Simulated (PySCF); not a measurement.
**Excitation energy of Se⁺ by level of theory**

Se⁺ [Ar] 3d10 4s2 4p3 (4S) → Se⁺ [Ar] 3d10 4s1 4p3 5s1 (6S), as a difference of total energies. Computed with PySCF 2.14 in aug-cc-pVQZ-PP with one added diffuse shell each of s, p, d, f, g type with ECP10MDF (8s7p6d4f3g, 114 functions), with scalar relativity through the core potential. Correlated levels: valence: 3s2 3p6 3d10 frozen. The calculations carry no spin-orbit coupling.

| method | excitation energy (cm⁻¹) |
| --- | --- |
| UHF | 145100 |
| LDA | 167070 |
| PBE | 164680 |
| PBE0 | 162580 |
| r2SCAN | 162130 |
| HSE06 | 162880 |
| TPSSh | 163640 |
| wB97X-V | 165190 |
| MP2 (valence) | 156260 |
| SCS-MP2 (valence) | 160370 |

The promoted electron is Rydberg-like, and one or two diffuse shells describe it only roughly, which tends to raise the upper state.
